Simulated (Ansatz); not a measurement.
A made-up structure of CH4SSn, singlet:

```
7
angstrom
C -0.6602 -0.3316 -0.7966
S -0.2681 -1.6957 0.3764
Sn 0.6213 0.4914 0.6693
H -1.6990 -0.0169 -0.7877
H 0.6039 1.2281 2.2013
H -0.0153 1.3698 1.9675
H 2.2780 0.6515 0.3662
```

It is relaxed with PBE-D4/def2-SVP and then PBE0-D4/def2-TZVP (Ansatz 0.2.0). Atoms count as bonded within 1.22 times the sum of their covalent radii (H–H: 0.88 Å). The end point is not checked to be a true minimum.

**Question.** Does its bonding change? (Judge from chemistry; the calculation decides.)

**Answer.** By the calculation: Yes. Formed: none; broken: Sn3–H5, Sn3–H6.

Where it ends: The first stage lowers the energy by 5.06 eV in 31 steps. It ends as a complex of CH₂SSn ([CH]1[S][SnH]1) + H₂:
```xyz
7
angstrom
C -0.5508 -0.2479 -0.4395
S 0.0252 -1.2396 0.7069
Sn 1.2532 0.9917 -0.2301
H -1.5179 -0.4194 -0.9131
H -0.4224 1.1525 3.4711
H 0.0626 1.3850 2.9525
H 2.0107 0.0743 -1.5515
```

Labels in which every atom is bracketed show which atoms are joined, not bond orders.

For scale, one of the runs: PBE0-D4/def2-TZVP relaxation, 142 basis functions, launched by `ansatz run in.yaml --threads 2 --pin off --events-out ev --progress --plain --max-ram 4352MiB`. The run took about 4.4 min on 2 CPU threads of an Arm Neoverse V1 (shared host).
